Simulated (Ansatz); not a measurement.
C3H3 (SMILES [CH]=C=C), doublet, geometry from GFN2-xTB; PBE0/cc-pVDZ (Ansatz, an electronic-structure program).

Ansatz was given this input:
Ansatz 0.2 input:
```yaml
crystal:
  periodic: [false, false, false]
  atoms:
    - {symbol: C, position_ang: [-0.83809205, -0.53136753, 0.74537963]}
    - {symbol: C, position_ang: [0.07485540, 0.04745986, -0.06657466]}
    - {symbol: C, position_ang: [0.89824084, 0.56950310, -0.79887457]}
    - {symbol: H, position_ang: [-0.83974223, -0.32796193, 1.80085104]}
    - {symbol: H, position_ang: [-1.57644059, -1.20394750, 0.34804593]}
    - {symbol: H, position_ang: [1.60615765, 1.01833687, -1.42847936]}
basis:
  gaussian:
    orbitals: cc-pVDZ
    final_grid: {core_spheres: 10, valence_spheres: 20, degree: 41}
hamiltonian:
  xc: pbe0
magnetization: {spin_polarized: true, initial_magnetization: 1}
```

The log (banner, timings and long lists left out):

```
Functional definition: PBE0
527 factors; integrals over basis functions are off by at most 1.2e-3 eV
mean field evaluation 1: about -3149.3008 eV, gradient 2.3e1 eV
mean field evaluation 2: about -3150.1985 eV, gradient 2.1e1 eV
mean field evaluation 4: about -3152.4948 eV, gradient 1.3e0 eV
mean field evaluation 8: about -3152.6768 eV, gradient 9.0e-2 eV
mean field evaluation 16: about -3152.6771 eV, gradient 1.4e-4 eV
mean field -3152.67710921 eV, -115.8587468023 hartree, gradient 3.2e-5 eV, S^2 0.777741; 0 other end points of the search recorded, 0 dependent functions left out
reference -3152.67712804 eV, -115.8587474940 hartree; 11, 10 occupied and 46, 47 virtual orbitals, 527 factors
Total energy: -3152.67712804 eV, -115.8587474940 hartree
```
